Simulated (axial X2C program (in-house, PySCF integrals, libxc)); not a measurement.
## InBr⁺ with a deliberately poor setting

Computed with an in-house all-electron X2C program for linear molecules (integrals from PySCF).

The run was started with this input:
```json
{"zs": [49, 35], "q": 1, "bas": ["dyall-v3z", "dyall-v3z"], "levels": ["PBE0", "HF", "BLYP", "B3LYP"], "cc": false, "r0": 2.56, "npts": 10, "nst": 2, "ntry": 6, "opt": {"nrad": 20, "nth": 10}}
```
```bash
python so2c.py task.json out
```

Keys: zs atomic numbers; q charge; bas basis sets; levels methods; cc coupled cluster on or off; r0 starting distance in Å; npts points on the curve; nst determinants followed; ntry starts of the search; nrad radial grid points; nth angular grid points. HF also brings MP2.

**Question.** One numerical setting was spoiled on purpose. Which, and what came out?

**Answer.** Integration grid too coarse. The grid acts on the functional rows and the state search only. States: spin-free M_S = 1/2, Λ = 0; 2c Ω = 1/2. The apparent results, which are not to be taken for properties of InBr⁺:

```csv
Hamiltonian,level,points converged,Re (Å),ωe (cm⁻¹),De (eV),curve-fit residual (μEh)
spin-free,PBE0,10 of 10,2.457,241,0.65,1.6
spin-free,HF,10 of 10,2.458,208,0.03,3.8
spin-free,MP2,10 of 10,2.422,264,0.58,8.4
spin-free,BLYP,10 of 10,2.522,224,0.46,6
spin-free,B3LYP,10 of 10,2.499,220,0.44,2.3
2c,PBE0,10 of 10,2.464,234,0.56,1.7
2c,HF,9 of 10,n/a,n/a,n/a,n/a
2c,MP2,9 of 10,2.425,261,0.45,11
2c,BLYP,10 of 10,2.537,209,0.35,4.6
2c,B3LYP,10 of 10,2.514,207,0.32,3.6
```
